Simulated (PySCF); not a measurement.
Compound: C₆H₇NO.
SMILES with atom numbers: `[CH:1]#[C:2][CH2:3][N:4]([CH:5]=[CH2:6])[CH:7]=[O:8]` (hydrogens: H9 on C1; H10, H11 on C3; H12 on C5; H13, H14 on C6; H15 on C7)

The geometry is computed with GFN2-xTB (gas phase).

Question: Give the optimised bond lengths and angles.

Answer: 
| bond | length (Å) |
| --- | --- |
| C1≡C2 | 1.196 |
| C2–C3 | 1.451 |
| C3–N4 | 1.456 |
| N4–C5 | 1.387 |
| C5=C6 | 1.325 |
| N4–C7 | 1.356 |
| C7=O8 | 1.206 |
| C1–H9 | 1.049 |
| C3–H10, C3–H11 | 1.096 |
| C5–H12 | 1.082 |
| C6–H13 | 1.074 |
| C6–H14 | 1.074 |
| C7–H15 | 1.104 |

Bonds in one row agree within 0.01 Å and their mean is given. A selection of angles:
| angle | degrees |
| --- | --- |
| C1–C2–C3 | 178.5 |
| C2–C3–N4 | 112.0 |
| C3–N4–C5 | 120.3 |
| C3–N4–C7 | 118.2 |
| C5–N4–C7 | 121.5 |
| N4–C5–C6 | 126.0 |
| N4–C7–O8 | 125.0 |

Dihedral angles: C2–C3–N4–C5 -68° (synclinal); C3–N4–C5–C6 2° (synperiplanar); C3–N4–C7–O8 1° (synperiplanar). The mirror-image conformer, all signs reversed, is as good.

Of the pairs four or more bonds apart, O8···H10 is among the closest relative to their van der Waals radii: 2.23 Å, 82 % of the sum of Bondi's values. The C–N distances run from 1.356 Å (N4–C7, drawn single) to 1.456 Å (C3–N4, drawn single), a spread of 0.100 Å. The 3 C–C bonds span 1.196 Å (C1≡C2, drawn triple) to 1.451 Å (C2–C3, drawn single), a spread of 0.255 Å. N4 (amide nitrogen) is planar (angles 121.5°, 120.3° and 118.2°, sum 360.0°, 0.00 Å off the plane of its three neighbours).

Point group: C1 (no symmetry element, even within 0.4 Å). GFN2-xTB frequencies: not computed here. The numbers are those of one conformer.
